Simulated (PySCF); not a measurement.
A series of substituents X on one scaffold: SiH2Cl-X. All species are isolated molecules in the gas phase. One relaxed conformer stands for each flexible species; it need not be the lowest. Strings in code marks are SMILES.

The four lowest singlet excitations (Tamm–Dancoff). All values below come from PBE0-D4/def2-TZVP run with PySCF. Excitations are Tamm–Dancoff values on a coarser integration grid. The basis has no diffuse functions, so Rydberg states are missing or too high.

```tsv
state	energy (eV)	wavelength (nm)	oscillator strength
S1	6.26	198	0.007
S2	6.36	195	0.028
S3	7.09	175	0.004
S4	7.48	166	0.011
```

Name which member gives these states.
(A) `[C-]#[N+][SiH2]Cl`
(B) `Cl[SiH2]C1CC1` (Cl–Si–C–C torsion 83°)
(C) `N#CC[SiH2]Cl`
(D) `OB(O)[SiH2]Cl`

D, `OB(O)[SiH2]Cl`
